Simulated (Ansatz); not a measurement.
`FC1OB(Cl)[SiH2]1`. Charge 0, multiplicity 1. Geometry: relaxed with PBE0-D4/def2-TZVP.

```xyz
9

F    -1.902    1.008   -0.041
C    -0.541    0.957   -0.019
O    -0.132    0.492    1.281
B     0.533   -0.676    1.042
Cl    1.264   -1.594    2.319
Si    0.262   -0.548   -0.945
H    -0.165    1.974   -0.150
H    -0.719   -1.406   -1.652
H     1.401   -0.207   -1.836
```

Q: What is the dipole moment at PBE/def2-TZVPP? (An estimate is asked.)

A: Ansatz gave: 1.88 D, with components (1.02, 0.18, -1.57) D in this frame, pointing from negative to positive charge.

Q: And with r2SCAN, B3LYP, ωB97M-V? (Estimate.)

A: The calculation gave: r2SCAN 2.03 D, B3LYP 2.19 D, ωB97M-V 2.22 D.

Q: Give the Mulliken charges with PBE, B3LYP, ωB97M-V in def2-TZVPP. (An estimate is asked.)

A: The calculation gave: 
| atom | PBE | B3LYP | ωB97M-V |
| --- | --- | --- | --- |
| F1 | -0.17 | -0.21 | -0.20 |
| C2 | 0.16 | 0.18 | 0.13 |
| O3 | -0.13 | -0.20 | -0.19 |
| B4 | 0.18 | 0.24 | 0.17 |
| Cl5 | -0.10 | -0.12 | -0.09 |
| Si6 | 0.05 | 0.12 | 0.07 |
| H7 | 0.08 | 0.10 | 0.11 |
| H8 | -0.03 | -0.04 | 0.00 |
| H9 | -0.04 | -0.05 | -0.01 |

B3LYP here is the variant with VWN-RPA as its local correlation; programs differ in this.
